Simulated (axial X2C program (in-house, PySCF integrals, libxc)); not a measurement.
**Potential curves of YF, two-component**

All values were computed with an in-house relativistic program for diatomic molecules. Two-component (2c) means X2C with spin–orbit coupling and atomic mean-field two-electron Coulomb and Gaunt terms. Basis: Y dyall-cv3z [11s12p9d6f3g], F dyall-av3z [7s6p3d2f] (cores contracted in-house); Gaussian nuclei, density fitting, unrestricted open shells. Masses: Y 88.906 u, F 18.998 u.

State: Ω = 0 (closed shell). Energies in cm⁻¹ from the lowest point of each curve. Fits are polynomials in 1 − R0/R over 0.85 to 1.23 times the lowest point R0.

```tsv
R (Å)	HF	MP2	PBE0	BLYP
1.6730	10413	10982	8479	9980
1.7499	4696	5088	3475	4452
1.8076	2099	2366	1345	1967
1.8653	615	759	266	564
1.9230	0	22	0	0
1.9903	120	0	460	142
2.0576	907	648	1523	915
2.1441	2597	2164	3488	2544
2.2499	5311	4678	6440	5129
2.4038	9857	8967	11187	9414
```

Correlated methods: 10 electrons correlated (number of frozen shells: Y 4 s, 3 p, 1 d; F 1 s), 308 virtual spin orbitals or spinors in MP2.

The state is a single determinant with fixed occupations, the lowest that a limited PBE0 search found. The closed shell is kept restricted, so the energy runs too high when the bond is stretched far. The outer-core s and p shells of the metal are frozen in the correlated rows, which leaves out core–valence correlation; for alkali and alkaline-earth bonds that tends to lengthen them. With the outer-core shells frozen, correlated bond lengths of heavy atoms tend to come out a few hundredths of an ångström too long. MP2 and coupled cluster on one determinant become unreliable at the stretched end.

(1) What are Re and ωe at the HF level?

(2) What are Re and ωe at the MP2 level?

(3) What are Re and ωe at the PBE0 level?

(4) Fit the BLYP curve near its minimum: give the equilibrium distance and the harmonic wavenumber.

Answers

(1) At HF, 2c: Re = 1.946 Å, ωe ≈ 624 cm⁻¹; Be follows as 0.284 cm⁻¹.

(2) At MP2, 2c: Re = 1.958 Å, ωe ≈ 607 cm⁻¹; Be follows as 0.281 cm⁻¹.

(3) At PBE0, 2c: Re = 1.916 Å, ωe ≈ 641 cm⁻¹; Be follows as 0.293 cm⁻¹.

(4) At BLYP, 2c: Re = 1.943 Å, ωe ≈ 613 cm⁻¹; Be follows as 0.285 cm⁻¹.
